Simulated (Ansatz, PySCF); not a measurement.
Process, species as SMILES: N[SiH2][OH+][SiH2]N -> N[SiH2]O[SiH2][NH3+]
Each molecule is optimised on its own at B3LYP-D3(BJ)/def2-TZVP (Ansatz, a program for electronic structure), one conformer each, not searched for the lowest. Frequencies are from Ansatz or PySCF.

Wanted: isomerisation energy (enthalpy at 298 K, with B3LYP-D3(BJ) rigid-rotor harmonic-oscillator terms), in eV. Valence correlation only, unless marked. No spin-orbit coupling. Non-relativistic. CBS marks a two-point X^-3 extrapolation of the correlation energy; Hartree-Fock from the larger set.

```json
[
 {"level": "revPBE-D4/def2-TZVPD", "program": "Ansatz + dftd4", "isomerisation energy (eV)": "-0.96"},
 {"level": "r2SCAN-D4/def2-TZVPD", "program": "Ansatz + dftd4", "isomerisation energy (eV)": "-0.98"},
 {"level": "PBE0/def2-SVP", "program": "Ansatz", "isomerisation energy (eV)": "-0.91"},
 {"level": "PBE0-D4/def2-TZVP", "program": "Ansatz + dftd4", "isomerisation energy (eV)": "-0.98"},
 {"level": "PBE0/def2-QZVPP", "program": "Ansatz", "isomerisation energy (eV)": "-0.93"},
 {"level": "LC-wPBE-D3(BJ)/def2-TZVPD", "program": "Ansatz + dftd3", "isomerisation energy (eV)": "-0.94"},
 {"level": "MP2/cc-pVTZ", "program": "Ansatz", "isomerisation energy (eV)": "-0.96"},
 {"level": "MP2/cc-pwCVTZ", "program": "Ansatz", "isomerisation energy (eV)": "-1.00"},
 {"level": "MP2/cc-pV(Q+d)Z", "program": "Ansatz", "isomerisation energy (eV)": "-0.96"},
 {"level": "RI-MP2/cc-pV(T+d)Z", "program": "Ansatz", "isomerisation energy (eV)": "-0.99"},
 {"level": "SCS-MP2/cc-pVTZ", "program": "Ansatz", "isomerisation energy (eV)": "-0.94"},
 {"level": "CCSD/cc-pV(T+d)Z", "program": "Ansatz", "isomerisation energy (eV)": "-0.96"},
 {"level": "CCSD(T)/6-31G", "program": "Ansatz", "isomerisation energy (eV)": "-0.42"},
 {"level": "CCSD(T)/cc-pVTZ", "program": "Ansatz", "isomerisation energy (eV)": "-0.95"},
 {"level": "CCSD(T)/CBS(cc-pV(T+d)Z,cc-pV(Q+d)Z)", "program": "Ansatz", "isomerisation energy (eV)": "-0.95"}
]
```
